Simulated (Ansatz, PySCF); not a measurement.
Process, species as SMILES: [NH][SiH2]N -> [NH-][SiH2]N (an electron is taken up)
Structures are relaxed separately at B3LYP-D3(BJ)/def2-TZVP in Ansatz (a quantum-chemistry and plane-wave program), one conformer each, not searched for the lowest. Frequencies are from Ansatz or PySCF.

Wanted: adiabatic electron affinity (0 K, with B3LYP-D3(BJ) harmonic zero-point energies), positive where the reaction releases energy, in eV. Cores are frozen in the correlated levels unless marked. UHF or UKS for open shells. No spin-orbit coupling. Non-relativistic unless marked X2C. Anions need diffuse functions: aug- sets have them; def2-D sets add few; the other sets have none. CBS(X,Y): correlation extrapolated as X^-3; Hartree-Fock from the larger set. [CCSD(T)-MP2]/basis is that difference in the basis named.

| level | program | adiabatic electron affinity (eV) | minus last row |
|---|---|---|---|
| HF/6-31G* | Ansatz | -0.27 | -2.31 |
| HF/cc-pwCVTZ | Ansatz | -0.01 | -2.05 |
| r2SCAN-D4/def2-TZVPD | Ansatz + dftd4 | 1.78 | -0.26 |
| B3LYP-D4/def2-TZVPD | Ansatz + dftd4 | 1.94 | -0.10 |
| B2GP-PLYP-D3(BJ)/def2-TZVPD | Ansatz + dftd3 | 1.88 | -0.16 |
| B2GP-PLYP-D4/def2-TZVPD | Ansatz + dftd4 | 1.90 | -0.14 |
| CCSD/6-31G | Ansatz | 0.54 | -1.50 |
| X2C-CCSD(T)/cc-pVTZ-DK | Ansatz | 1.60 | -0.44 |
| RI-MP2/CBS(aug-cc-pV(T+d)Z,aug-cc-pV(Q+d)Z)+[CCSD(T)-MP2]/aug-cc-pV(D+d)Z | Ansatz | 2.08 | 0.04 |
| CCSD(T)/CBS(aug-cc-pV(T+d)Z,aug-cc-pV(Q+d)Z) | Ansatz | 2.04 | 0.00 |
